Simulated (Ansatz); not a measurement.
Computed with Ansatz on PBE0-D4/def2-TZVP structures; ΔE is electronic, products minus reactants. CCSD(T)/CBS is the MP2 limit (def2-TZVPP, def2-QZVPP) plus CCSD(T) − MP2 in def2-TZVPP, frozen cores. This one scheme is used for every species, atoms too. DFT in def2-TZVPP. B3LYP here is the variant with VWN-RPA as its local correlation; programs differ in this. Open shells (•) are unrestricted, without spin–orbit coupling. Spin–orbit coupling would lower the free atoms: a little for C, Cl, F, Si. Each species was taken in one conformer, which may not be the lowest.

Consider the atomization: `CN([SiH2]F)[SiH2]Cl` → C• + Cl• + F• + 7 H• + N• + 2 Si•.

| level | ΔE (kcal/mol) | difference from CCSD(T)/CBS |
| --- | --- | --- |
| PBE-D4 | 1113.9 | 2.3 |
| r2SCAN-D4 | 1106.7 | -4.9 |
| PBE0-D4 | 1100.8 | -10.8 |
| B3LYP-D4 | 1106.3 | -5.3 |
| ωB97X-V | 1115.5 | 3.9 |
| ωB97M-V | 1113.0 | 1.4 |
| B2PLYP | 1094.4 | -17.2 |
| PBE | 1105.5 | -6.1 |
| r2SCAN | 1104.6 | -7.0 |
| PBE0 | 1093.6 | -18.0 |
| B3LYP | 1092.8 | -18.8 |
| HF/def2-TZVPP | 821.4 | -290.2 |
| MP2/def2-TZVPP | 1095.7 | -15.9 |
| SCS-MP2/def2-TZVPP | 1094.6 | -17.0 |
| CCSD/def2-TZVPP | 1064.6 | -47.0 |
| CCSD(T)/def2-TZVPP | 1079.0 | -32.6 |
| HF/def2-QZVPP | 824.3 | -287.3 |
| MP2/def2-QZVPP | 1115.5 | 3.9 |
| SCS-MP2/def2-QZVPP | 1116.5 | 4.9 |
| HF/CBS(def2) | 824.7 | -286.9 |
| MP2/CBS(def2) | 1128.3 | 16.7 |
| CCSD/CBS(def2) | 1097.2 | -14.4 |
| CCSD(T)/CBS | 1111.6 | 0 |

Largest T1 diagnostic among the species: 0.012.

In def2-TZVPP, CCSD(T) changes the Hartree–Fock value by +257.7 kcal/mol (the triples alone add +14.4 kcal/mol) and MP2 by +274.4 kcal/mol; breaking electron pairs costs correlation energy, which Hartree–Fock lacks. From PBE to PBE0 (25 % exact exchange), in def2-TZVPP and without D4, ΔE moves by −11.9 kcal/mol: exact exchange takes away binding that semilocal exchange gives to molecules.

For atomizations the MP2-based limit and the directly extrapolated one differ by several kJ/mol either way, and by 10 to 25 for some Ge, Se and Sn compounds, so smaller differences from it don't rank the levels.
